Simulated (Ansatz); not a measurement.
Stepwise reaction of `F[SiH2]O[SiH2]F` with water, as a gas-phase model of exchange steps in deposition or etching. ΔE in kJ/mol; ΔG adds harmonic PBE0-D4 terms to CCSD(T)/CBS, at 1 bar.

Calculated with Ansatz (gas phase, PBE0-D4/def2-TZVP geometries, no zero-point term in ΔE). CBS: MP2 limit from def2 TZ/QZ plus the TZ coupled-cluster correction, frozen cores. This one scheme is used for every species. Functionals use def2-TZVPP. B3LYP here is the variant with VWN-RPA as its local correlation; programs differ in this. One conformer a species, not always the lowest.

```
step                                           reaction  PBE-D4  B3LYP-D4  ωB97M-V  CCSD(T)/CBS  ΔG(600 K)
   1  `F[SiH2]O[SiH2]F` + H₂O → `O[SiH2]O[SiH2]F` + H–F    40.5      44.1     43.2         42.9       41.1
   2  `O[SiH2]O[SiH2]F` + H₂O → `O[SiH2]O[SiH2]O` + H–F    39.3      42.5     41.7         42.9       49.9
```

**Question.** By hand: ΔE of the 2 steps together at CCSD(T)/CBS.

**Answer.** (42.9) + (42.9) = 85.8 kJ/mol, or 42.9 kJ/mol a step.

In ΔE the steps differ by no more than 0.0 kJ/mol. All are uphill at CCSD(T)/CBS. ΔG lies between 41.1 and 49.9 kJ/mol a step. PBE-D4 differs from CCSD(T)/CBS by -3.6 to -2.4 kJ/mol a step. Only this route is followed, and other bonds may react first. Isolated molecules leave out the surface, adducts and barriers. Largest T1 diagnostic: 0.012.
